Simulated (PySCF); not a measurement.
Ga(H)(Cl)(Me) (CH₄ClGa), SMILES [CH3][GaH][Cl]. Atoms are numbered in the order given.

```xyz
7

Ga    -0.2657    -0.4590    -0.1695
H     -1.3712    -0.9643    -1.1561
Cl     0.0604     1.6957    -0.2389
C      0.8748    -1.4514     1.0863
H      1.1276    -0.8239     1.9534
H      1.8141    -1.7202     0.5743
H      0.3913    -2.3796     1.4260
```
Charge 0, spin multiplicity 1.

Geometry: B3LYP-D3(BJ)/def2-SVP.

Level of theory: PySCF with B3LYP-D3(BJ)/def2-SVP.

Frequencies are harmonic and unscaled.

```tsv
mode	ν (cm⁻¹)	IR (km/mol)	moving atoms (share of kinetic energy)
1	18	0.0	H 95 %
2	147	4.2	C 34 %, H 23 %, Cl 22 %, Ga 21 %
3	399	49.8	Cl 58 %, Ga 27 %, H 13 %
4	404	31.4	H 82 %, Cl 9 %, Ga 9 %
5	571	40.0	C 61 %, H 20 %, Ga 19 %
6	611	55.4	H 95 %
7	715	43.0	H 81 %, C 17 %
8	774	81.7	H 81 %, C 17 %
9	1219	4.0	H 81 %, C 19 %
10	1426	1.6	H 96 %
11	1429	3.1	H 95 %
12	1974	177.1	H 99 %
13	3032	2.1	H 97 %
14	3123	3.7	H 91 %, C 9 %
15	3150	2.7	H 90 %, C 10 %
```
